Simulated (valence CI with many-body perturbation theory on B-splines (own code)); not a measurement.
The numbers below are computed, except where a source is named.
**From CI to CI+MBPT in In⁴⁴⁺**

Method: configuration interaction combined with many-body perturbation theory (CI+MBPT): three valence electrons over a frozen Dirac-Fock core [He], a basis of 11 s, 11 p, 9 d, 7 f, 5 g, 2 h, 1 i functions for each j, with the one-electron correlation potential Σ1, the two-electron term Σ2, the three-electron term Σ3, Breit, model QED; selected CI, second order for the rest (own B-spline code, finite nucleus).

No measured spectrum was set against this ion. As an estimate, large intervals hold to a few tenths of a per cent, small ones and those within an open d or f shell to about a per cent.

Each rung adds one term. CI alone is the Dirac-Coulomb CI over the frozen core; QED comes last and gives the full result, which names the levels. Energies are above (2s^2 2p1/2) J=1/2 on the same rung, in eV.

Levels are named by their leading jj configuration (3d3/2^4 stands for four electrons in 3d with j = 3/2), which in mixed levels can hold well under half, so a name can repeat and another be missing. Letters in brackets count levels of one name in rising energy.

| Level | CI alone |
| --- | --- |
| (2s 2p1/2^2) J=1/2 | 140.8 |
| (2s^2 2p3/2) J=3/2 | 238.0 |
| (2s 2p1/2 2p3/2) J=3/2 [a] | 336.6 |
| (2s 2p1/2 2p3/2) J=5/2 | 368.1 |
| (2s 2p1/2 2p3/2) J=3/2 [b] | 411.8 |
| (2s 2p1/2 2p3/2) J=1/2 | 412.0 |
| (2p1/2^2 2p3/2) J=3/2 | 564.6 |
| (2s 2p3/2^2) J=5/2 | 594.4 |
| (2s 2p3/2^2) J=1/2 | 657.3 |
| (2s 2p3/2^2) J=3/2 | 660.7 |
| (2p1/2 2p3/2^2) J=3/2 | 774.7 |
| (2p1/2 2p3/2^2) J=5/2 | 795.7 |
| (2p1/2 2p3/2^2) J=1/2 | 826.2 |
| (2p3/2^3) J=3/2 | 1042.7 |
| (2s^2 3s) J=1/2 | 4176.7 |
| (2s^2 3p1/2) J=1/2 | 4226.4 |

Q: What do these energies become with core correlation, Breit and QED?

A: (2s 2p1/2^2) J=1/2 140.9 (+0.10); (2s^2 2p3/2) J=3/2 234.1 (-3.92); (2s 2p1/2 2p3/2) J=3/2 [a] 332.9 (-3.69); (2s 2p1/2 2p3/2) J=5/2 361.4 (-6.64); (2s 2p1/2 2p3/2) J=3/2 [b] 406.4 (-5.43); (2s 2p1/2 2p3/2) J=1/2 408.3 (-3.69); (2p1/2^2 2p3/2) J=3/2 559.7 (-4.83); (2s 2p3/2^2) J=5/2 585.4 (-9.01); (2s 2p3/2^2) J=1/2 651.0 (-6.26); (2s 2p3/2^2) J=3/2 652.1 (-8.60); (2p1/2 2p3/2^2) J=3/2 766.3 (-8.40); (2p1/2 2p3/2^2) J=5/2 784.5 (-11.20); (2p1/2 2p3/2^2) J=1/2 818.8 (-7.37); (2p3/2^3) J=3/2 1030.5 (-12.17); (2s^2 3s) J=1/2 4171.2 (-5.53); (2s^2 3p1/2) J=1/2 4220.9 (-5.58).

Q: How does the ionisation energy move along the ladder, and which term matters most?

A: CI alone 7452.3, + Σ1 7452.7, + Σ2 7452.6, + Σ3 7452.5, + Breit 7444.3, + QED 7444.3 eV. The largest step is Breit, -8.3 eV. NIST lists 7442 ± 6 eV (semi-empirical).
